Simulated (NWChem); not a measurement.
## Correlation energy of silanone (H$_{2}$OSi)

```
Si
O 1 1.5320
H 1 1.4919 2 124.10
H 1 1.4919 3 111.80 2 180.00
```
Charge 0, spin multiplicity 1.

Program: NWChem. Structure: optimised with PBE0/def2-SVP, a minimum by its harmonic frequencies.

Basis set: cc-pVDZ. Each correlation energy counts from its own Hartree-Fock reference.

The correlated methods keep 6 core orbitals frozen. Coupled-cluster values serve here as a point of comparison, not as the truth.

**Question.** One of these methods gave a correlation energy of -291.9 mHa. Which?
A. SCS-MP2
B. RI-MP2
C. CR-CCSD(T)
D. CR-CCSD[T]

**Answer.** B, RI-MP2. The others give -289.5 (SCS-MP2), -315.5 (CR-CCSD[T]), -313.9 (CR-CCSD(T)).
